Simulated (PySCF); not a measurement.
Structure problem from calculated spectra and properties.

Formula: C4H3FN2.

* Valence photoelectron: vertical ionisation energy: 10.08 eV [ΔSCF PBE0/def2-SVPD]
* Dipole: 3.86 D [PBE0/def2-SVPD]
* XPS: C1s 291.3, C1s 292.5 (×2), C1s 295.0, N1s 405.6 (×2), F1s 693.5 eV [ΔSCF SCAN, pcX-2 on the ionised atom, pcseg-1 elsewhere, spin-free X2C]
* UV, strongest line: among the 10 lowest singlet transitions: S8 at 7.73 eV (160 nm, f = 0.421) [TDDFT PBE0/def2-SVPD]
* UV, first state: lowest singlet excitation: 4.43 eV (280 nm, f = 0.005) [TDDFT PBE0/def2-SVPD]
* Triplet: lowest triplet excitation (Tamm–Dancoff): 3.90 eV [TDA PBE0/def2-SVPD]
* Rotational structure: rotational constants A, B, C: 6.142, 2.844, 1.944 GHz [PBE0-D3(BJ)/def2-SVP]
* 13C NMR: chemical shifts (computed TMS as zero) by class: 172.0 (1 C), 168.0 (2 C), 124.0 (1 C) ppm [GIAO B97-2/pcSseg-2]
* Polarisability: 56.5 au [PBE0/def2-SVPD]

Gas-phase values; electronic properties from PySCF, density fitting. Levels stand in brackets. Isolated species at its PBE0-D3(BJ)/def2-SVP geometry, gas phase. NMR values are class means; diastereotopic atoms form classes of their own.

**Question.** Propose a structure and show how it fits.

**Answer.** Numbering: `[F:1][c:2]1[n:3][cH:4][cH:5][cH:6][n:7]1`. Its formula, C4H3FN2, gives 4 degrees of unsaturation: 1 ring and 3 π bonds in the structure found (Kekulé form). 4 carbons fall into 3 classes; from least to most shielded: aromatic C–F carbon [C2] (172.0 ppm), aromatic CH next to a ring nitrogen [C4/C6] (168.0 ppm, 2 C), aromatic CH carbon [C5] (124.0 ppm). The core levels belong to: C1s 291.3 eV, aromatic CH carbon [C5]; C1s 292.5 eV, aromatic CH next to a ring nitrogen [C4/C6]; C1s 295.0 eV, aromatic C–F carbon [C2]; N1s 405.6 eV, pyridine-type nitrogen [N3/N7]; F1s 693.5 eV, aryl fluorine [F1]. The hole state at 295.0 eV has ⟨S²⟩ = 0.84 against 0.75, so that value is less sure. The hole state at 292.5 eV has ⟨S²⟩ = 0.82 against 0.75, so that value is less sure. S1 is mainly HOMO→LUMO (weight 1.00); the largest Löwdin shares of the orbital it empties are 0.34 on each of 2 atoms of one kind (pyridine-type nitrogen) and 0.07 on each of 2 atoms of one kind (aromatic CH next to a ring nitrogen), of the orbital it fills 0.23 on each of 2 atoms of one kind (aromatic CH next to a ring nitrogen) and 0.18 on each of 2 atoms of one kind (pyridine-type nitrogen). The optimised geometry has point group C2v and is an asymmetric top. Structure: `n1c(F)nccc1` (2-fluoropyrimidine). The assignments are read from this structure; whether some other isomer fits the data as well wasn't checked.
